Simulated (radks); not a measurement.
Spherical jellium clusters: N electrons in a uniform positive sphere of charge N and radius rs N^(1/3), rs = 3.14 bohr. Calculated with a radial shooting solver with Libxc functionals: non-relativistic Kohn-Sham, exchange-only LDA, spin-polarised, spherical densities. Levels are named by radial order and angular momentum (1s, 1p, 1d, 2s, ...), and open shells are averaged over m.

N = 23, configuration 1s2 1p6 1d10 2s2 1f(up 3, down 0). This is the lowest configuration that the search found. Occupied and some empty levels:

level,occupation,eigenvalue (eV),<r> (bohr)
1s up,1,-6.2098,5.604
1s down,1,-6.0395,5.278
1p up,3,-5.0885,6.630
1p down,3,-4.7756,6.423
1d up,5,-3.6716,7.414
1d down,5,-3.2669,7.296
2s up,1,-2.9777,6.368
2s down,1,-2.7564,6.434
1f up,3,-2.0473,8.193
1f down,0,-1.5924,8.170
2p up,0,-1.3445,8.422
2p down,0,-1.0923,8.495
1g up,0,-0.32852,9.303
2d up,0,-0.14870,12.72

Energy (eV): total -17.3293, kinetic 60.627, external -1887.5, Hartree 923.00, exchange-correlation -80.614, background 967.21.

Electron density:

r (bohr),n(r) (e/bohr^3)
0.293,0.01010
1.40,0.009170
2.50,0.007833
3.61,0.007262
4.72,0.007763
5.82,0.008305
6.93,0.007435
8.04,0.004961
9.14,0.002384
10.2,0.0009092
11.3,0.0003135
12.5,0.0001016
13.6,0.00003258
14.7,0.00001028
